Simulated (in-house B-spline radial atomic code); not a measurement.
Radial electron density of Co⁺, [Ar] 3d8. Computed with an all-electron radial atomic-structure program (B-spline basis): Dirac-Kohn-Sham wB97X, spherical fractional occupations, Fermi nucleus of rms radius 3.7875 fm.

Caution: exact exchange at fractional occupations of open shells leaves self-interaction of up to several eV.

Columns: r (bohr), 4πr²n(r) (electrons per bohr), bar.

```
 0.00222   0.8301 #
 0.00266    1.156 #
  0.0032    1.613 ##
 0.00384    2.227 ###
 0.00461    3.057 ####
 0.00553    4.156 #####
 0.00664    5.603 #######
 0.00797     7.46 #########
 0.00957    9.796 ############
  0.0115    12.66 ###############
  0.0138    15.99 ###################
  0.0166    19.77 ########################
  0.0199    23.66 ############################
  0.0239     27.4 #################################
  0.0287    30.47 #####################################
  0.0344    32.36 #######################################
  0.0413    32.69 #######################################
  0.0496    31.41 ######################################
  0.0595    29.03 ###################################
  0.0715    26.61 ################################
  0.0858    25.58 ###############################
   0.103    26.93 ################################
   0.124    30.59 #####################################
   0.149    34.72 ##########################################
   0.178    36.65 ############################################
   0.214    34.43 #########################################
   0.257    28.13 ##################################
   0.309     20.5 #########################
    0.37    15.44 ###################
   0.445    14.64 ##################
   0.534     16.8 ####################
   0.641    18.59 ######################
    0.77    17.64 #####################
   0.924    14.03 #################
    1.11    9.503 ###########
    1.33    5.744 #######
     1.6    3.181 ####
    1.92    1.707 ##
     2.3   0.8842 #
    2.77    0.412 
    3.32   0.1709 
    3.99  0.05816
```

On this grid the curve has 3 maxima, near 0.0413, 0.178, 0.641 bohr.

The 3d5/2 radial function P(r) = rR(r), positive near the nucleus, with its small component Q(r) (sign convention: Q ≈ (P' + κP/r)/2c):

| r (bohr) | P | Q |
| --- | --- | --- |
| 0.0199 | 0.00116 | -3.6e-05 |
| 0.0287 | 0.00322 | -9.97e-05 |
| 0.0413 | 0.008616 | -0.0002612 |
| 0.0595 | 0.02217 | -0.0006502 |
| 0.0858 | 0.05398 | -0.001514 |
| 0.124 | 0.1224 | -0.003242 |
| 0.178 | 0.2475 | -0.006124 |
| 0.257 | 0.4457 | -0.01011 |
| 0.37 | 0.6835 | -0.0139 |
| 0.534 | 0.8747 | -0.01558 |
| 0.77 | 0.9087 | -0.01371 |
| 1.11 | 0.7681 | -0.009371 |
| 1.6 | 0.545 | -0.005176 |
| 2.3 | 0.3244 | -0.002439 |
| 3.32 | 0.1469 | -0.0009088 |
